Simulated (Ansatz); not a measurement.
S, charge +1, quartet; BLYP/6-311G** (Ansatz, an electronic-structure program).

The Ansatz input:
Ansatz 0.2 input:
```yaml
crystal:
  periodic: [false, false, false]
  atoms:
    - {symbol: S, position_ang: [0.00000000, 0.00000000, 0.00000000]}
basis:
  gaussian:
    orbitals: 6-311G__.json
hamiltonian:
  xc: blyp
total_charge: 1
magnetization: {spin_polarized: true, initial_magnetization: 3}
accuracy: high
```
The basis file holds 6-311G** in the JSON format of the Basis Set Exchange.

It wrote (shortened):

```
Functional definition: BLYP
199 factors; integrals over basis functions are off by at most 3.7e-9 eV
mean field evaluation 1: about -10822.3829 eV, gradient 1.3e1 eV
mean field evaluation 2: about -10822.7908 eV, gradient 9.1e0 eV
mean field evaluation 4: about -10822.9537 eV, gradient 2.0e-2 eV
mean field evaluation 8: about -10822.9535 eV, gradient 2.9e-5 eV
mean field -10822.95347559 eV, -397.7362041664 hartree, gradient 2.1e-8 eV, S^2 3.750562; 0 other end points of the search recorded, 0 dependent functions left out
reference -10822.95350772 eV, -397.7362053472 hartree; 9, 6 occupied and 18, 21 virtual orbitals, 199 factors
Total energy: -10822.95350772 eV, -397.7362053472 hartree
```
